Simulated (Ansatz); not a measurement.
Cost and result for the atomization energy of `CC#CCCCC` (19 atoms, 18 bonds).

```xyz
19

C     3.171   -1.721   -0.261
C     2.140   -0.761   -0.607
C     1.288    0.035   -0.901
C     0.250    1.000   -1.229
C    -0.745    1.230   -0.090
C    -1.540   -0.011    0.278
C    -2.506    0.230    1.424
H     2.823   -2.411    0.513
H     3.463   -2.316   -1.130
H     4.066   -1.220    0.117
H     0.719    1.951   -1.503
H    -0.291    0.658   -2.120
H    -0.201    1.591    0.789
H    -1.431    2.031   -0.386
H    -2.091   -0.359   -0.604
H    -0.844   -0.814    0.538
H    -3.227    1.016    1.178
H    -1.974    0.544    2.326
H    -3.071   -0.672    1.669
```

Charge 0, multiplicity 1. Geometry: relaxed with PBE0-D4/def2-TZVP. It is one conformer, not always the lowest. Program: Ansatz. All runs use 2 threads of an AMD EPYC 7R13 on a shared host and a share of an NVIDIA H100 80 GB. Times are those of one run each, without the atoms' runs, and a repeat can differ threefold. Electronic energies, without spin–orbit coupling; frozen cores. CCSD(T)/CBS adds CCSD(T) − MP2 in def2-TZVPP to the MP2 limit, and its time is that of the two runs behind it. T1 = 0.010. B3LYP takes the VWN-RPA correlation (the form of Gaussian; ORCA's B3LYP/G). HSE06 is the plane-wave form, built on full-range PBE exchange.

CCSD(T)/CBS is a level of theory with its own doubt, some kJ/mol a heavy atom from the limit and from the frozen cores, so smaller differences don't rank the functionals.

| level | functions | wall time | atomization (kJ/mol) | difference from CCSD(T)/CBS | per bond |
| --- | --- | --- | --- | --- | --- |
| BHLYP-D4/def2-TZVPP | 385 | 3.2 s | 7715.5 | -169.8 | -9.4 |
| revPBE-D4/def2-TZVPP | 385 | 3.3 s | 7895.4 | 10.1 | 0.6 |
| CCSD(T)/def2-SVP | 158 | 3.8 s | 7614.6 | -270.7 | -15.0 |
| B97M-V/def2-TZVPP | 385 | 4.1 s | 7907.4 | 22.1 | 1.2 |
| PBE-QIDH/def2-TZVPP | 385 | 4.6 s | 7903.6 | 18.3 | 1.0 |
| B2PLYP/def2-TZVPP | 385 | 4.9 s | 7833.7 | -51.6 | -2.9 |
| HSE06-D4/def2-TZVPP | 385 | 5.5 s | 7973.0 | 87.7 | 4.9 |
| ωB97M-V/def2-TZVPP (with forces) | 385 | 5.5 s | 7912.3 | 27.0 | 1.5 |
| MP2/def2-QZVPP | 759 | 6 s | 7927.1 | 41.8 | 2.3 |
| r2SCANh-D4/def2-TZVPP | 385 | 6.5 s | 7882.5 | -2.8 | -0.2 |
| B3LYP-D4/def2-TZVPP (with forces) | 385 | 6.5 s | 7904.3 | 19.0 | 1.1 |
| CCSD(T)/def2-TZVPP | 385 | 10 s | 7719.4 | -165.9 | -9.2 |
| CCSD(T)/CBS(def2) | – | 16 s | 7885.3 | 0.0 | 0.0 |

From BLYP to BHLYP (50 % exact exchange), in def2-TZVPP and without D4, the atomization energy moves by −115.5 kJ/mol: exact exchange takes away binding that semilocal exchange gives to molecules. The D4 term adds +55.3 kJ/mol with B3LYP and +29.7 kJ/mol with PBE0; it sums over pairs of atoms, weighted by their polarisabilities, and B3LYP, whose exchange is more repulsive, gets the larger term. At CCSD(T), def2-SVP lies −270.8 kJ/mol from the extrapolated value and def2-TZVPP −166.0 kJ/mol: correlation converges slowly with the basis, and small sets miss more of it in the bonded molecule than in its fragments.
